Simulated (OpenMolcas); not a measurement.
**Mn3+: moving the ligands**

Mn3+ with 6 ligands (fluoride) in octahedral coordination (Oh) at 1.96 Å. A charge of +0.5 e stands 3.2 Å behind each ligand. Ligand basis ANO-RCC-VDZP.
```
Mn    0.0000    0.0000    0.0000
F     1.9600    0.0000    0.0000
F     0.0000    1.9600    0.0000
F    -1.9600    0.0000    0.0000
F     0.0000   -1.9600    0.0000
F     0.0000    0.0000    1.9600
F     0.0000    0.0000   -1.9600
```

```yaml
Program: OpenMolcas
Method: "SS-CASPT2, IPEA 0.25 Eh, imaginary shift 0.1 Eh (closed shells correlated: 3s 3p and the ligand valence shells)"
Basis: ANO-RCC-VDZP [5s4p2d1f]
Scalar_Hamiltonian: DKH2, point nucleus
Active_space: 4 electrons in 5 orbitals (3d)
State_averaging: 2S+1 = 5 even, 5 roots; 2S+1 = 3 even, 45 roots; 2S+1 = 1 even, 50 roots
Spin-orbit_coupling: state interaction with AMFI integrals over the reference wave functions
```

Runs around this geometry, states (labels of O, the rotations of Oh). Energies in cm-1 above the lowest state or level, χT in cm3 K/mol.

```json
{"R (Å)": "1.89", "Ground state": "5E", "First state of that spin": "5T2 15930", "First gap with spin-orbit (degeneracies)": "13 (1, 3)", "χT at 300 K": "2.955", "First state of another spin": "3T1 7430"}
{"R (Å)": "1.96", "Ground state": "5E", "First state of that spin": "5T2 13500", "First gap with spin-orbit (degeneracies)": "12 (1, 3)", "χT at 300 K": "2.947", "First state of another spin": "3T1 9790"}
{"R (Å)": "2", "Ground state": "5E", "First state of that spin": "5T2 12340", "First gap with spin-orbit (degeneracies)": "11 (1, 3)", "χT at 300 K": "2.942", "First state of another spin": "3T1 10900"}
```

Taking the first state of the same spin as R^-n, n = -ln(12340 / 15930) / ln(2 / 1.89) = 4.5 between the shortest and longest distance.

Roots that are degenerate in the reference are averaged as groups; the widest CASPT2 spread within a group is 380 cm-1 (the 3-fold group of multiplicity 1 near 50300 cm-1 above the lowest state of its run, R = 1.96). Shifts and gaps below about the spread of the groups concerned are not significant. Over all roots computed the reference weight is 0.70 to 0.72 in R = 1.89, 0.70 to 0.72 in R = 1.96, 0.70 to 0.72 in R = 2; a low but even weight reflects the number of correlated electrons. An orbital doublet at a regular site is open to a Jahn-Teller distortion, which this geometry leaves out. This shell can be high or low spin here, a state of another spin lies low, and with metal d orbitals alone active their balance is uncertain, so the ground spin may be wrong. Ligand-to-metal charge-transfer states are missing. These CASPT2 states fit no ligand-field parameters well, so their order and spin gaps are uncertain. With no ligand orbital active B as a rule stays too high, so bands that hang on it stand too high and its fall with covalency is understated. With one d shell and no ligand orbital active, 10Dq can be off by a tenth or more. Free-ion shares, where given, are those of the reference states; single-state CASPT2 does not remix them (holds for R = 1.96; R = 2). No measured value stands beside these numbers; the geometry was imposed, not optimised, and the real ion may take another.
